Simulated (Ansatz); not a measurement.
`F[Si]Br` + `C[N](C)[Mg][NH2]` → `CN(C)[Si]F` + `[NH2][Mg][Br]`  (redistribution)

Program: Ansatz. Geometries: PBE0-D4/def2-TZVP. ΔE: electronic, gas phase. CCSD(T)/CBS adds triple-zeta CCSD(T) − MP2 to the extrapolated MP2 energy (def2 sets, frozen cores). DFT in def2-TZVPP. B3LYP here is the variant with VWN-RPA as its local correlation; programs differ in this. HSE06 is defined as in plane-wave codes. For Br, Mg outer-core shells are correlated without core-valence functions, which leaves a few kJ/mol of doubt a bond. Scalar relativity is left out up to krypton. One conformer a species, not always the lowest.

Question: Is it downhill or uphill in electronic energy at CCSD(T)/CBS, and by how much? (An estimate is asked.)

Answer: Ansatz gave: Downhill: ΔE = -38.2 kcal/mol.

Question: What do these levels give: PBE-D4, revPBE-D4, B3LYP-D4, ωB97M-V, r2SCAN, B3LYP, r2SCANh, HSE06, HF/def2-TZVPP, MP2/def2-TZVPP, CCSD/def2-TZVPP, HF/CBS(def2)? (An estimate is asked.)

Answer: Ansatz gave: PBE-D4 -35.5, revPBE-D4 -35.4, B3LYP-D4 -37.8, ωB97M-V -38.6, r2SCAN -39.2, B3LYP -37.1, r2SCANh -39.8, HSE06 -38.1, HF/def2-TZVPP -44.0, MP2/def2-TZVPP -39.0, CCSD/def2-TZVPP -39.3, HF/CBS(def2) -44.0 kcal/mol.

Largest T1 diagnostic among the species: 0.013.

From r2SCAN to r2SCAN0 (25 % exact exchange), in def2-TZVPP and without D4, ΔE moves by −1.4 kcal/mol. In def2-TZVPP, CCSD(T) changes the Hartree–Fock value by +5.3 kcal/mol (the triples alone add +0.6 kcal/mol) and MP2 by +5.0 kcal/mol.
